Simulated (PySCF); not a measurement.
**OsO3: from structure and modes to constants**

All numbers come from PBE/[Os def2-SVP with ECP60, O def2-SVP], scalar-relativistic core potentials, density fitting, no spin–orbit coupling, PySCF.

The singlet minimum has D3h symmetry. Masses (u): Os 191.96148, O 15.99492.

```xyz
4
charge 0 multiplicity 1, angstrom
Os    0.0000    0.0000    0.0000
O     1.7101    0.0000    0.0000
O    -0.8550    1.4810    0.0000
O    -0.8551   -1.4809    0.0000
```

Harmonic wavenumbers (cm⁻¹): 105.3 (a2'', ×1), 296.8 (e', ×2), 965.8 (e', ×2), 994.5 (a1', ×1).

(1) Find the principal moments of inertia and the rotational constants. What kind of rotor is it?

(2) Find the vibrational entropy and heat capacity at 298.15 K.

(3) Give the standard entropy (298.15 K, 1 bar) by its translational, rotational, vibrational and spin parts, and Cp.

## Answers

(1) About the centre of mass I = 70.161, 70.161, 140.32 u Å². With B = 16.8576/I this gives 0.2403, 0.2403, 0.1201 cm⁻¹. The molecule is an oblate symmetric top.

(2) With u = 1.43878 ω/T, each mode gives S = R[u/(eᵘ−1) − ln(1−e⁻ᵘ)] and C = R u² eᵘ/(eᵘ−1)².
| ω (cm⁻¹) | u | S (J/(mol K)) | C (J/(mol K)) |
| --- | --- | --- | --- |
| 105.3 | 0.508 | 14.03 | 8.14 |
| 296.8 (×2) | 1.432 | 6.00 | 7.03 |
| 965.8 (×2) | 4.661 | 0.45 | 1.74 |
| 994.5 | 4.799 | 0.40 | 1.60 |
The sums over all modes are S = 27.3 and C = 27.3 J/(mol K); the softest mode gives 51 % of the entropy (each member, where degenerate).

(3) Sackur–Tetrode with M = 239.95 u gives 177.2; rotation with symmetry number 6 gives 89.5; vibration 27.3; spin R ln 1 = 0.0. The total is 294.1 J/(mol K), and Cp = 4 R + 27.3 = 60.5 J/(mol K).

This need not be the most stable arrangement of these atoms. Spin–orbit coupling, left out here, can matter for elements this heavy.
